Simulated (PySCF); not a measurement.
Species: C7H13NSi.
SMILES with atom numbers: `[CH3:1][C:2]#[C:3][C@@H:4]1[CH2:5][Si@H:6]1[N:7]([CH3:8])[CH3:9]` (hydrogens: H10, H11, H12 on C1; H13 on C4; H14, H15 on C5; H16 on Si6; H17, H18, H19 on C8; H20, H21, H22 on C9)

The same species was optimised twice, with GFN2-xTB and with PBE0-D3(BJ)/def2-SVP (PySCF), and the same property calculations (PySCF, gas phase) were run on both structures.

| coordinate | GFN2-xTB | PBE0-D3(BJ)/def2-SVP | change |
| --- | --- | --- | --- |
| C5–Si6 (Å) | 1.872 | 1.839 | -0.033 |
| C4–C5 (Å) | 1.549 | 1.568 | +0.019 |
| C2≡C3 (Å) | 1.201 | 1.216 | +0.015 |
| C4–Si6 (Å) | 1.896 | 1.883 | -0.013 |
| C3–C4 (Å) | 1.420 | 1.433 | +0.013 |
| C1–C2 (Å) | 1.449 | 1.454 | +0.005 |
| Si6–N7 (Å) | 1.717 | 1.723 | +0.006 |
| N7–C9 (Å) | 1.444 | 1.440 | -0.004 |
| N7–C8 (Å) | 1.444 | 1.442 | -0.002 |
| C4–Si6–N7 (°) | 114.0 | 124.7 | +10.7 |
| C5–Si6–N7 (°) | 114.6 | 121.0 | +6.4 |
| Si6–N7–C9 (°) | 120.6 | 123.7 | +3.1 |
| C8–N7–C9 (°) | 112.1 | 114.5 | +2.4 |
| C3–C4–C5 (°) | 116.8 | 118.3 | +1.5 |
| C4–Si6–C5 (°) | 48.5 | 49.8 | +1.3 |
| C5–C4–Si6 (°) | 64.9 | 63.6 | -1.3 |
| C1–C2–C3 (°) | 179.0 | 179.4 | +0.4 |
| C5–Si6–N7–C8 (°) | 137 | 164 | +27 |

Rotational constants: A = 3729, B = 560.8, C = 521.8 MHz (GFN2-xTB) against A = 3506, B = 558.8, C = 513.4 MHz (PBE0-D3(BJ)/def2-SVP). Point groups within 0.08 Å: C1 and C1.

On the GFN2-xTB structure: HOMO (eV) -6.02 [PBE0/pcSseg-1]; LUMO (eV) 0.51 [PBE0/pcSseg-1]; dipole (D) 1.64 [PBE0/pcSseg-1]; GIAO shielding of C1 (ppm) 181.7 [PBE0/pcSseg-1]; GIAO shielding of C2 (ppm) 110.1 [PBE0/pcSseg-1]; GIAO shielding of C3 (ppm) 98.3 [PBE0/pcSseg-1]; GIAO shielding of C4 (ppm) 180.7 [PBE0/pcSseg-1]; GIAO shielding of C5 (ppm) 174.8 [PBE0/pcSseg-1]; GIAO shielding of Si6 (ppm) 436.7 [PBE0/pcSseg-1]; GIAO shielding of N7 (ppm) 243.5 [PBE0/pcSseg-1]; GIAO shielding of C8/C9 (mean) (ppm) 143.2 [PBE0/pcSseg-1].

Problem. What do these properties become on the PBE0-D3(BJ)/def2-SVP structure?

Solution. 
| property | level | on GFN2-xTB | on PBE0-D3(BJ)/def2-SVP | change |
| --- | --- | --- | --- | --- |
| HOMO (eV) | PBE0/pcSseg-1 | -6.02 | -5.69 | +0.33 |
| LUMO (eV) | PBE0/pcSseg-1 | 0.51 | 0.75 | +0.24 |
| dipole (D) | PBE0/pcSseg-1 | 1.64 | 1.75 | +0.11 |
| energy, GFN2-xTB geometry as zero (kcal/mol) | PBE0/pcSseg-1 | 0.0 | -2.5 | -2.5 |
| GIAO shielding of C1 (ppm) | PBE0/pcSseg-1 | 181.7 | 179.3 | -2.4 |
| GIAO shielding of C2 (ppm) | PBE0/pcSseg-1 | 110.1 | 108.0 | -2.1 |
| GIAO shielding of C3 (ppm) | PBE0/pcSseg-1 | 98.3 | 97.5 | -0.8 |
| GIAO shielding of C4 (ppm) | PBE0/pcSseg-1 | 180.7 | 182.4 | +1.7 |
| GIAO shielding of C5 (ppm) | PBE0/pcSseg-1 | 174.8 | 179.9 | +5.1 |
| GIAO shielding of Si6 (ppm) | PBE0/pcSseg-1 | 436.7 | 419.4 | -17.3 |
| GIAO shielding of N7 (ppm) | PBE0/pcSseg-1 | 243.5 | 252.2 | +8.7 |
| GIAO shielding of C8/C9 (mean) (ppm) | PBE0/pcSseg-1 | 143.2 | 145.1 | +1.9 |

The heavy atoms differ by 0.358 Å rms after alignment. Among the bonds compared C5–Si6 changes most (-0.033 Å). Changes are differences of the printed values. Neither structure is proved a minimum here.

The values belong to the conformer `[CH3:1][C:2]#[C:3][C@@H:4]1[CH2:5][Si@H:6]1[N:7]([CH3:8])[CH3:9]`: C5–Si6–N7–C8 164°.
